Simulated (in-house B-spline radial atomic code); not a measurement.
RPA and G0W0 for neutral technetium, [Kr] 4d5 5s2, highest spin, as one setting changes: the share of exact exchange in the PBE hybrid start. A dash marks a level of low quasi-particle weight. Computed with an all-electron radial atomic-structure program (B-spline basis): all electrons, scalar-relativistic (spin-free one-electron X2C), finite nucleus, each spin shell either full or empty, empty states to l = 9 with an (l + 1/2)⁻⁴ tail; G0W0 by contour deformation at full frequency.

```tsv
share of exact exchange in the PBE hybrid start	mean-field level (eV)	G0W0 level (eV)	RPA correlation (Eh)
0.1	-4.477	5s down -7.131	-3.1868
0.2	-4.712	5s down -7.134	-3.1507
0.3	?	?	?
0.4	-5.178	5s down -7.100	-3.0859
0.5	-5.409	5s down -7.075	-3.0557
0.6	-5.638	5s down -7.048	-3.0266
0.7	-5.866	5s down -7.019	-2.9986
0.8	-6.092	5s down -6.989	-2.9716
0.9	?	?	?
1	-6.539	5s down -6.929	-2.9201
```

**Question.** What belongs in the row for 0.3?

**Answer.** mean-field level (eV): -4.946; G0W0 level (eV): 5s down -7.120; RPA correlation (Eh): -3.1174.

**Question.** What belongs in the row for 0.9?

**Answer.** mean-field level (eV): -6.316; G0W0 level (eV): 5s down -6.959; RPA correlation (Eh): -2.9454.
